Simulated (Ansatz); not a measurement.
```yaml
crystal:
  periodic: [false, false, false]
  atoms:
    - {symbol: F, position_ang: [-0.146651, -2.395672, 0.928634]}
    - {symbol: C, position_ang: [0.223324, -1.115405, 1.292156]}
    - {symbol: O, position_ang: [0.908636, -0.506769, 0.271409]}
    - {symbol: C, position_ang: [0.123087, -0.101667, -0.823075]}
    - {symbol: C, position_ang: [-0.238055, 1.362787, -0.750464]}
    - {symbol: F, position_ang: [-0.957757, 1.624108, 0.373521]}
    - {symbol: F, position_ang: [0.873740, 2.130270, -0.700912]}
    - {symbol: H, position_ang: [0.908526, -1.189973, 2.137261]}
    - {symbol: H, position_ang: [-0.696508, -0.585671, 1.557954]}
    - {symbol: H, position_ang: [-0.795032, -0.692179, -0.905128]}
    - {symbol: H, position_ang: [0.708559, -0.260453, -1.731802]}
    - {symbol: H, position_ang: [-0.834970, 1.675425, -1.615453]}
basis:
  gaussian: {orbitals: def2-SVPD}
hamiltonian: {xc: {name: r2SCAN50}}
accuracy: high
output: {forces: true}
```

```sh
$ ansatz run in.yaml --threads 2 --pin off --events-out ev --progress --plain --max-ram 32768MiB --backend cpu
```

Shortened log:

```
Functional definition: r2SCAN50
3917 factors; integrals over basis functions are off by at most 3.4e-9 eV
mean field evaluation 1: about -13367.3475 eV, gradient 4.2e1 eV
mean field evaluation 2: about -13367.9247 eV, gradient 3.9e1 eV
mean field evaluation 4: about -13370.2519 eV, gradient 1.4e0 eV
mean field evaluation 8: about -13370.8002 eV, gradient 3.4e-1 eV
mean field evaluation 16: about -13370.8005 eV, gradient 5.1e-5 eV
mean field -13370.80047290 eV, -491.3678543248 hartree, gradient 3.7e-8 eV, S^2 0.000000; 0 other end points of the search recorded, 0 dependent functions left out
reference -13370.80047355 eV, -491.3678543487 hartree; 29, 29 occupied and 163, 163 virtual orbitals, 3917 factors
Total energy: -13370.80047355 eV, -491.3678543487 hartree
Atom 0 at    -0.146651    -2.395672     0.928634 Å, force     0.213138     0.714838     0.116119 eV/Å
Atom 1 at     0.223324    -1.115405     1.292156 Å, force     0.213688    -0.237951    -0.357575 eV/Å
Atom 2 at     0.908636    -0.506769     0.271409 Å, force    -0.866114    -0.111795    -0.043499 eV/Å
Atom 3 at     0.123087    -0.101667    -0.823075 Å, force     0.330149     0.054223     0.329697 eV/Å
Atom 4 at    -0.238055     1.362787    -0.750464 Å, force     0.187040     0.257133     0.417861 eV/Å
Atom 5 at    -0.957757     1.624108     0.373521 Å, force     0.456926    -0.171592    -0.601160 eV/Å
Atom 6 at     0.873740     2.130270    -0.700912 Å, force    -0.654615    -0.464146     0.016411 eV/Å
Atom 7 at     0.908526    -1.189973     2.137261 Å, force    -0.122015    -0.035236    -0.100471 eV/Å
Atom 8 at    -0.696508    -0.585671     1.557954 Å, force     0.119360    -0.063408    -0.073772 eV/Å
Atom 9 at    -0.795032    -0.692179    -0.905128 Å, force     0.087321     0.049686     0.043128 eV/Å
Atom 10 at     0.708559    -0.260453    -1.731802 Å, force    -0.068179     0.035040     0.093655 eV/Å
Atom 11 at    -0.834970     1.675425    -1.615453 Å, force     0.103299    -0.026791     0.159606 eV/Å
Dipole moment:    -0.270221     0.020621    -0.266130 e Å
```

Hardware: 2 threads of an AMD EPYC 7R13 on a shared host. Wall time 29 s, peak host memory 1.4 GiB.
